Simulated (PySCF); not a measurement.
HOSr, multiplicity 2. Atoms are numbered in the order given.

```xyz
3

Sr     0.0000     0.0000     0.4250
O      0.0000     0.0000    -1.6870
H      0.0000     0.0000    -2.6521
```
Charge 0, spin multiplicity 2.

Geometry optimised at PBE-D3(BJ)/def2-TZVPD. The def2 effective core potentials stand for the cores of Sr; spin–orbit coupling is left out.

All values below come from PBE-D3(BJ)/def2-TZVPD (PySCF).

Frequencies are harmonic and unscaled.

Modes within 1.5 cm⁻¹ of each other (mostly degenerate sets) share a row, with their intensities summed.

```csv
mode,ν (cm⁻¹),IR (km/mol),moving atoms (share of kinetic energy)
1–2,283,130.3,"H 88 %, O 12 %"
3,523,83.8,"O 79 %, Sr 16 %"
4,3815,43.2,H 94 %
```
